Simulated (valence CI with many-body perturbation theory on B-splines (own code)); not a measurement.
## Forbidden lines of Se XII

Computed by valence CI with perturbative core correlation (CI+MBPT): five valence electrons over a frozen Dirac-Fock core [Ar], radial functions for each j: 7 s, 7 p, 8 d, 6 f, 4 g, 1 h, with the one-electron correlation potential Σ1, the two-electron term Σ2, the three-electron term Σ3, Breit, model QED; selected CI, second order for the rest, scaled by the run's own slope (own B-spline code, finite nucleus).

No measured levels were compared; by estimate terms of the open shell hold to 2 to 4 % of their energy, and close levels can change places. Only levels of the ground parity were solved; by the run's estimate the other parity begins above the list, which can be wrong where configurations are misplaced.

Lines 51 to 100 of 120 in falling wavelength, among levels below 238000 cm⁻¹, chosen from the decays that carry over 1 % of a level's rate. Wavelengths and rates use the calculated energies, so an error of 2000 cm⁻¹ moves a line at 3709 Å by 7.4 % and its rate by three times that or more. Electric multipoles are in the length gauge, E1 and E2 with the static RPA response of the core. Weak lines are less certain than strong ones. Lines between different terms over intervals too small for the method are left out, as are lines whose strength nearly cancels.

Names give the largest LS component (configuration and term), which can be under half, so a name can repeat, a term be missing and a line seem to break the LS rules; names also repeat where a configuration has a term twice. Letters in brackets count levels of one name in rising energy.

```tsv
λ vac (Å)	Upper	Lower	Type	A (s⁻¹)	Branch %
3709	3d⁵ ²F_5/2 [b]	3d⁵ ²D_5/2 [a]	M1	6.83e-01	1.9
3683	3d⁵ ⁴F_5/2	3d⁵ ⁴D_5/2	M1	7.77e+00	24.1
3573	3d⁵ ²D_5/2 [a]	3d⁵ ⁴P_3/2	M1	8.99e+00	6.5
3523	3d⁵ ⁴F_9/2	3d⁵ ⁴D_7/2	M1	1.01e+01	33.3
3474	3d⁵ ²I_11/2	3d⁵ ⁴G_9/2	M1	1.53e+00	22.8
3469	3d⁵ ²G_9/2 [a]	3d⁵ ²I_11/2	M1	8.27e+00	23.7
3414	3d⁵ ²I_11/2	3d⁵ ⁴G_11/2	M1	5.19e+00	77.2
3388	3d⁵ ²D_5/2 [a]	3d⁵ ⁴P_5/2	M1	7.14e+01	51.3
3385	3d⁵ ²D_3/2 [a]	3d⁵ ⁴P_1/2	M1	7.47e+00	13.6
3328	3d⁵ ⁴F_3/2	3d⁵ ⁴D_3/2	M1	2.06e+01	37.2
3300	3d⁵ ⁴F_3/2	3d⁵ ⁴D_5/2	M1	5.92e+00	10.7
3289	3d⁵ ⁴F_5/2	3d⁵ ⁴D_7/2	M1	4.91e-01	1.5
3267	3d⁵ ²I_13/2	3d⁵ ⁴G_11/2	M1	2.46e-01	90.1
3201	3d⁵ ²D_3/2 [a]	3d⁵ ⁴P_3/2	M1	2.91e+01	53.0
3200	3d⁵ ⁴F_3/2	3d⁵ ⁴D_1/2	M1	1.18e+01	21.2
3139	3d⁵ ⁴F_7/2	3d⁵ ⁴D_7/2	M1	2.70e+01	27.9
3052	3d⁵ ²D_3/2 [a]	3d⁵ ⁴P_5/2	M1	6.08e+00	11.1
2903	3d⁵ ²D_5/2 [a]	3d⁵ ⁴G_7/2	M1	2.79e+01	20.1
2873	3d⁵ ²F_5/2 [a]	3d⁵ ⁴D_3/2	M1	8.00e+00	5.7
2852	3d⁵ ²F_5/2 [a]	3d⁵ ⁴D_5/2	M1	1.98e+01	14.0
2845	3d⁵ ²D_5/2 [a]	3d⁵ ⁴G_5/2	M1	2.21e+01	15.9
2826	3d⁵ ²H_9/2	3d⁵ ⁴D_7/2	M1	3.76e+00	6.1
2805	3d⁵ ²F_7/2 [a]	3d⁵ ⁴P_5/2	M1	5.65e-01	1.6
2733	3d⁵ ²G_7/2 [a]	3d⁵ ⁴D_5/2	M1	1.01e+00	8.4
2610	3d⁵ ²F_5/2 [a]	3d⁵ ⁴D_7/2	M1	2.11e+00	1.5
2604	3d⁵ ²D_3/2 [a]	3d⁵ ⁴G_5/2	M1	1.08e+01	19.6
2542	3d⁵ ⁴F_5/2	3d⁵ ⁴P_5/2	M1	2.73e+00	8.5
2510	3d⁵ ²G_7/2 [a]	3d⁵ ⁴D_7/2	M1	2.14e-01	1.8
2482	3d⁵ ²F_7/2 [a]	3d⁵ ⁴G_9/2	M1	2.96e+01	82.2
2464	3d⁵ ²F_7/2 [a]	3d⁵ ⁴G_7/2	M1	3.65e-01	1.0
2422	3d⁵ ²F_7/2 [a]	3d⁵ ⁴G_5/2	M1	6.63e-01	1.8
2383	3d⁵ ⁴F_9/2	3d⁵ ⁴G_9/2	M1	2.48e+00	8.2
2366	3d⁵ ⁴F_9/2	3d⁵ ⁴G_7/2	M1	3.73e+00	12.3
2354	3d⁵ ⁴F_9/2	3d⁵ ⁴G_11/2	M1	1.32e+01	43.5
2354	3d⁵ ⁴F_9/2	3d⁵ ⁴G_11/2	E2	4.92e-01	1.6
2354	3d⁵ ⁴F_3/2	3d⁵ ⁴P_5/2	M1	5.68e-01	1.0
2271	3d⁵ ²G_9/2 [a]	3d⁵ ⁴D_7/2	M1	4.68e+00	13.4
2271	3d⁵ ²F_5/2 [b]	3d⁵ ⁴D_3/2	M1	5.11e-01	1.4
2258	3d⁵ ⁴F_5/2	3d⁵ ⁴G_7/2	M1	1.48e+01	46.2
2258	3d⁵ ⁴F_5/2	3d⁵ ⁴G_7/2	E2	3.38e-01	1.1
2223	3d⁵ ⁴F_5/2	3d⁵ ⁴G_5/2	M1	6.00e-01	1.9
2200	3d⁵ ⁴F_7/2	3d⁵ ⁴G_9/2	M1	3.68e+01	38.0
2187	3d⁵ ⁴F_7/2	3d⁵ ⁴G_7/2	M1	2.14e+01	22.1
2154	3d⁵ ⁴F_7/2	3d⁵ ⁴G_5/2	M1	1.97e+00	2.0
2117	3d⁵ ²F_5/2 [a]	3d⁵ ⁴P_5/2	M1	3.67e+00	2.6
2104	3d⁵ ²F_5/2 [b]	3d⁵ ⁴D_7/2	M1	8.71e+00	23.8
2078	3d⁵ ⁴F_3/2	3d⁵ ⁴G_5/2	M1	1.07e+01	19.3
2078	3d⁵ ⁴F_3/2	3d⁵ ⁴G_5/2	E2	6.19e-01	1.1
2050	3d⁵ ²G_7/2 [a]	3d⁵ ⁴P_5/2	M1	1.95e-01	1.6
2042	3d⁵ ²H_9/2	3d⁵ ⁴G_9/2	M1	2.78e+01	45.3
```
